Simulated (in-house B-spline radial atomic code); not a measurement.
Configurations of In²⁺, with energies counted from [Kr] 4d10 5s1. Level of theory: scalar-relativistic (X2C) r2SCAN0, spin-polarised, spherical fractional occupations, exact exchange averaged over the configuration, Fermi nucleus of rms radius 4.6156 fm; calculated with a radial B-spline atomic code at the basis-set limit. Shells without spins written out take the highest spin.

Occupations are held fixed; configurations that lie above the ionisation limit could autoionise.

```json
{"configuration": "[Kr] 4d10 5d1", "E - E(ref) (eV)": "16.024", "highest orbital": "5d up", "its <r> (bohr)": "4.25"}
{"configuration": "[Kr] 4d9 5s1 5p1", "E - E(ref) (eV)": "21.497", "highest orbital": "5p up", "its <r> (bohr)": "2.651"}
{"configuration": "[Kr] 4d9 5s1 5d1", "E - E(ref) (eV)": "31.735", "highest orbital": "5d up", "its <r> (bohr)": "3.966"}
{"configuration": "[Kr] 4d9 5s1 6f1", "E - E(ref) (eV)": "40.649", "highest orbital": "6f up", "its <r> (bohr)": "14.11"}
{"configuration": "[Ar] 3d9 4s2 4p6 4d10 5s1 5p1", "E - E(ref) (eV)": "451.54", "highest orbital": "5p up", "its <r> (bohr)": "2.63"}
{"configuration": "[Ar] 3d9 4s2 4p6 4d10 5s1 6s1", "E - E(ref) (eV)": "461.57", "highest orbital": "6s up", "its <r> (bohr)": "4.839"}
```

Question: Order these further configurations by energy, lowest first.
A. [Kr] 4d9 5s1 6s1
B. [Kr] 4d9 5s1 5f1
C. [Ar] 3d9 4s2 4p6 4d10 4f1 5s1
D. [Ar] 3d10 4s2 4p5 4d10 5s1 5f1
E. [Ar] 3d10 4s2 4p5 4d10 4f1 5s1

Answer: A (31.411 eV), B (39.021 eV), E (100.28 eV), D (103.03 eV), C (466.52 eV).

Question: How far above the reference does [Kr] 4d10 5p1 lie?

Answer: 7.618 eV; its least bound orbital is 5p up with <r> = 2.847 bohr.
